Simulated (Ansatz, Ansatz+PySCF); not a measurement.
```xyz
3

C     0.0569    0.0799   -0.5535
F     0.0648    0.9266    0.2763
F     0.0130   -1.0848    0.2738
```

Basis set: def2-SVP (spherical functions). Left uncorrelated: 3 orbitals. Charge 0, multiplicity 1.

Computed with Ansatz (development build ahead of 0.2.0); each method stands on the lowest determinant of its kind that the runs found. Restricted open shells among the atoms or ions are ROHF, correlated in semicanonical orbitals with singles.

Q: Give the atomization energy at this shape (free ground-state atoms in the same class of orbitals less the molecule, no zero-point energy) of singlet CF₂ by RHF-MP2, RHF.

A:

```tsv
method	atomization energy
RHF-MP2	10.48 eV
RHF	6.67 eV
```

Caution: stretched shape with no unrestricted run beside it, a lower state can exist. Caution for RHF-MP2: bonds are stretched, where a single reference can fail.
